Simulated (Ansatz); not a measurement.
Basis-set extrapolation for `FB[Si](F)(F)F` (PBE0-D4/def2-TZVP geometry, frozen core, the Gaussian-basis code of Ansatz). Multiplicity 1, RHF reference.

```
                      def2-TZVPP   def2-QZVPP
                 HF  -712.415675  -712.445563
    MP2 correlation    -1.194225    -1.307719
CCSD(T) correlation    -1.243273      not run
```

Energies in hartree. Use E(X) = E(∞) + A·exp(−7.88·√X) for Hartree–Fock and E(X) = E(∞) + B·X^(−2.97) for correlation, with X = 3 and 4, and add CCSD(T) minus MP2 of the smaller set to the MP2 limit.

**Question.** What is the CCSD(T) energy at the basis-set limit?

**Answer.** HF limit: -712.445563 + (-0.029888) × 0.13774 = -712.44968. MP2 limit: -1.307719 + (-0.113494) × 0.74074 = -1.39179. Higher-order term: -1.243273 − (-1.194225) = -0.04905. Total: -713.89052 hartree, 145.3 kcal/mol below CCSD(T)/def2-TZVPP.
